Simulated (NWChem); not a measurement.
System: LiOH; SMILES [OH][Li]

The following NWChem deck was run.

```
start job
memory heap 200 mb stack 900 mb global 1100 mb
geometry units angstroms noautosym nocenter noautoz
  Li    -0.768097    -0.718737    -0.660743
  O      0.191656     0.179366     0.164872
  H      0.780758     0.730534     0.671627
end
basis spherical
  * library aug-cc-pvdz
end
dft
  xc b3lyp
  iterations 150
end
tddft
  cis
  nroots 8
end
task tddft energy
```

Excerpt of the output:

```
             Northwest Computational Chemistry Package (NWChem) 7.3.0
             --------------------------------------------------------

                             Geometry "geometry" -> ""
                             -------------------------

 Output coordinates in angstroms (scale by  1.889725989 to convert to a.u.)

  No.       Tag          Charge          X              Y              Z
 ---- ---------------- ---------- -------------- -------------- --------------
    1 Li                   3.0000    -0.76809700    -0.71873700    -0.66074300
    2 O                    8.0000     0.19165600     0.17936600     0.16487200
    3 H                    1.0000     0.78075800     0.73053400     0.67162700

 Effective nuclear repulsion energy (a.u.)      13.2594402350

                                 NWChem DFT Module
                                 -----------------

 Summary of "ao basis" -> "ao basis" (spherical)
 ------------------------------------------------------------------------------
       Tag                 Description            Shells   Functions and Types
 ---------------- ------------------------------  ------  ---------------------
 Li                       aug-cc-pvdz                9       23   4s3p2d
 O                        aug-cc-pvdz                9       23   4s3p2d
 H                        aug-cc-pvdz                5        9   3s2p

            General Information
            -------------------
          SCF calculation type: DFT
          Wavefunction type:  closed shell.
          No. of atoms     :     3
          No. of electrons :    12
           Alpha electrons :     6
            Beta electrons :     6
          Charge           :     0
          Spin multiplicity:     1
          Use of symmetry is: off; symmetry adaption is: off
          Maximum number of iterations: 150
          AO basis - number of functions:    55
                     number of shells:    23
          Convergence on energy requested:  1.00D-06
          Convergence on density requested:  1.00D-05
          Convergence on gradient requested:  5.00D-04

              XC Information
              --------------
                         B3LYP Method XC Potential
                     Hartree-Fock (Exact) Exchange  0.200
                        Slater Exchange Functional  0.800 local
                    Becke 1988 Exchange Functional  0.720 non-local
              Lee-Yang-Parr Correlation Functional  0.810
                  VWN I RPA Correlation Functional  0.190 local

             Grid Information
             ----------------
          Grid used for XC integration:  medium
          Radial quadrature: Mura-Knowles
          Angular quadrature: Lebedev.
          Tag              B.-S. Rad. Rad. Pts. Rad. Cut. Ang. Pts.
          ---              ---------- --------- --------- ---------
          Li                  1.45       49          21.0       434
          O                   0.60       49          12.0       434
          H                   0.35       45          17.0       434
          Grid pruning is: on
          Number of quadrature shells:   143
          Spatial weights used:  Erf1

      Superposition of Atomic Density Guess
      -------------------------------------

 Sum of atomic energies:         -82.69857428

      Non-variational initial energy
      ------------------------------

 Total energy =     -82.644195
 1-e energy   =    -138.815974
 2-e energy   =      42.912338
 HOMO         =      -0.507074
 LUMO         =      -0.059253

[...]

                                NWChem TDDFT Module
                                -------------------

            General Information
            -------------------
           No. of orbitals :     110
            Alpha orbitals :      55
             Beta orbitals :      55
        Alpha frozen cores :       0
         Beta frozen cores :       0
     Alpha frozen virtuals :       0
      Beta frozen virtuals :       0
         Spin multiplicity :       1
    Number of AO functions :      55
        Use of symmetry is : off
      Symmetry adaption is : off
         Schwarz screening :  0.10D-07

              XC Information
              --------------
                  B3LYP Method XC Potential
              Hartree-Fock (Exact) Exchange   0.20
                 Slater Exchange Functional   0.80 local
             Becke 1988 Exchange Functional   0.72 non-local
       Lee-Yang-Parr Correlation Functional   0.81
           VWN I RPA Correlation Functional   0.19 local

             TDDFT Information
             -----------------
          Calculation type : Tamm-Dancoff TDDFT
         Wavefunction type : Restricted singlets & triplets
          No. of electrons :      12
           Alpha electrons :       6
            Beta electrons :       6
              No. of roots :       8
          Max subspacesize :    5600
            Max iterations :     100
               Target root :       1
           Target symmetry : none
      Symmetry restriction : off
                 Algorithm : Optimal
        Davidson threshold :  0.10D-03

    8 smallest eigenvalue differences (eV)
--------------------------------------------------------
  No. Spin  Occ  Vir  Irrep   E(Occ)    E(Vir)   E(Diff)
--------------------------------------------------------
    1    1    6    7 a        -0.226    -0.042     5.003
    2    1    5    7 a        -0.226    -0.042     5.003
    3    1    6    8 a        -0.226     0.004     6.259
    4    1    5    8 a        -0.226     0.004     6.259
    5    1    6    9 a        -0.226     0.004     6.259
    6    1    5    9 a        -0.226     0.004     6.259
    7    1    6   10 a        -0.226     0.005     6.283
    8    1    5   10 a        -0.226     0.005     6.283
--------------------------------------------------------

  Entering Davidson iterations
  Restricted singlet excited states

  Iter   NTrls   NConv    DeltaV     DeltaE      Time
  ----  ------  ------  ---------  ---------  ---------
    1      8       0     0.16E+00   0.10+100        5.3
    2     16       0     0.56E-01   0.12E+00        4.8
    3     24       0     0.10E-01   0.69E-02        4.9
    4     32       3     0.15E-01   0.17E-02        6.0
    5     37       5     0.15E-02   0.75E-03        3.3
    6     40       6     0.16E-03   0.31E-05        3.7
    7     42       8     0.32E-04   0.37E-07        3.7
  ----  ------  ------  ---------  ---------  ---------
  Convergence criterion met

  Ground state a         -83.399831526722 a.u.

  ----------------------------------------------------------------------------
  Root   1 singlet a              0.147971896 a.u.                4.0265 eV
  ----------------------------------------------------------------------------
     Transition Moments    X  0.16323   Y -0.45645   Z  0.30673
     Dipole Oscillator Strength                    0.0324625259
     Electric Quadrupole                           0.0000000121
     Magnetic Dipole                               0.0000000467
     Total Oscillator Strength                     0.0324625846

     Occ.    5  a   ---  Virt.    7  a       -0.90599
     Occ.    5  a   ---  Virt.   11  a        0.07432
     Occ.    6  a   ---  Virt.    7  a       -0.40911
  ----------------------------------------------------------------------------
  Root   2 singlet a              0.147971897 a.u.                4.0265 eV
  ----------------------------------------------------------------------------
     Transition Moments    X  0.42026   Y -0.10284   Z -0.37668
     Dipole Oscillator Strength                    0.0324630273
     Electric Quadrupole                           0.0000000121
     Magnetic Dipole                               0.0000000467
     Total Oscillator Strength                     0.0324630860

     Occ.    5  a   ---  Virt.    7  a        0.40911
     Occ.    6  a   ---  Virt.    7  a       -0.90599
     Occ.    6  a   ---  Virt.   11  a        0.07432
  ----------------------------------------------------------------------------
  Root   3 singlet a              0.206318697 a.u.                5.6142 eV
  ----------------------------------------------------------------------------
     Transition Moments    X -0.00001   Y -0.00000   Z  0.00002
     Dipole Oscillator Strength                    0.0000000001
     Electric Quadrupole                           0.0000000000
     Magnetic Dipole                               0.0000000000
     Total Oscillator Strength                     0.0000000001

     Occ.    5  a   ---  Virt.    8  a       -0.06472
     Occ.    5  a   ---  Virt.    9  a        0.62241
     Occ.    5  a   ---  Virt.   12  a       -0.09980
     Occ.    5  a   ---  Virt.   13  a        0.30801
     Occ.    6  a   ---  Virt.    8  a       -0.62241
     Occ.    6  a   ---  Virt.    9  a       -0.06472
     Occ.    6  a   ---  Virt.   12  a       -0.30801
     Occ.    6  a   ---  Virt.   13  a       -0.09980
  ----------------------------------------------------------------------------
  Root   4 singlet a              0.207488653 a.u.                5.6461 eV
  ----------------------------------------------------------------------------
     Transition Moments    X  0.00004   Y  0.00001   Z -0.00005
     Dipole Oscillator Strength                    0.0000000006
     Electric Quadrupole                           0.0000000782
     Magnetic Dipole                               0.0000000000
     Total Oscillator Strength                     0.0000000788

[...]
```

Level: B3LYP/aug-cc-pVDZ, TDA. Coordinates come from a PBE0/def2-SVP optimisation. B3LYP is NWChem's, with the RPA form of VWN correlation.
